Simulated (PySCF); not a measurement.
**Bonding in `CC(=O)[Si]1(C#N)[SiH2]C[SiH2]1`**

Species: C4H9NOSi3.
Atom-mapped SMILES: `[CH3:1][C:2](=[O:3])[Si:4]1([C:5]#[N:6])[SiH2:7][CH2:8][SiH2:9]1` (hydrogens: H10, H11, H12 on C1; H13, H14 on Si7; H15, H16 on C8; H17, H18 on Si9)

Structure used (GFN2-xTB), in Å, numbered top down from 1:
```
atom  x, y, z in Å
C1     3.050   -0.514   -0.321
C2     1.702   -0.805    0.271
O3     1.503   -1.720    1.042
Si4    0.200    0.297   -0.201
C5     0.958    1.638   -1.260
N6     1.398    2.477   -1.909
Si7   -1.739   -0.783   -0.997
C8    -2.633   -0.079    0.565
Si9   -1.280    0.916    1.524
H10    3.801   -1.211    0.045
H11    3.337    0.507   -0.073
H12    2.982   -0.577   -1.406
H13   -1.753   -2.246   -1.050
H14   -2.334   -0.290   -2.243
H15   -3.051   -0.878    1.178
H16   -3.486    0.545    0.297
H17   -1.626    2.335    1.656
H18   -1.039    0.395    2.870
```

Bond orders from the PBE0/pcSseg-1 density (PySCF). The structure is a single GFN2-xTB conformer in the gas phase; no vibrational or solvent corrections.

(1) Where do the orders between heavy atoms depart from those drawn in the SMILES?

(2) Set the Mayer orders of the bonds beside their lengths.

Answers

(1) The largest departure is 0.229, at C2–Si4 (drawn single, 0.771). Drawn single, order below 0.88: C2–Si4 (0.771), Si4–C5 (0.778), Si4–Si7 (0.830) and Si9–Si4 (0.832).

(2) 
```
   bond  drawn as  length (Å)  Mayer order
  C1–C2    single       1.501        0.999
  C2–O3    double       1.213        1.949
 C2–Si4    single       1.921        0.771
 Si4–C5    single       1.869        0.778
  C5–N6    triple       1.149        2.911
Si4–Si7    single       2.358        0.830
 Si7–C8    single       1.933        0.894
 C8–Si9    single       1.934        0.891
Si9–Si4    single       2.356        0.832
 C1–H10    single       1.088        0.949
 C1–H11    single       1.089        0.935
 C1–H12    single       1.089        0.936
Si7–H13    single       1.465        0.944
Si7–H14    single       1.466        0.940
 C8–H15    single       1.090        0.933
 C8–H16    single       1.090        0.934
Si9–H17    single       1.466        0.941
Si9–H18    single       1.464        0.944
```

Bonds between the same two heavy elements. C–Si: lowest C2–Si4 (0.771, 1.921 Å), highest Si7–C8 and C8–Si9 (0.894, 1.933 Å); in 4 of the 6 pairs the longer bond (by over 0.003 Å) has the higher order (by 0.02 or more). Si–Si: all 2 within 0.02 of one another (0.830 to 0.832). Bonds named together lie within 0.004.

Sum the orders of all bonds at each heavy atom with more than one neighbour and set the sums beside the valence in the SMILES.

C1 3.819 (drawn 4), C2 3.719 (drawn 4), Si4 3.211 (drawn 4), C5 3.689 (drawn 4), Si7 3.608 (drawn 4), C8 3.652 (drawn 4), Si9 3.608 (drawn 4). Orders between atoms that aren't bonded are not in these sums.

For a closed shell the Mayer order of atoms A and B is Σ (PS)μν (PS)νμ over the basis functions μ on A and ν on B, with P the density and S the overlap matrix.
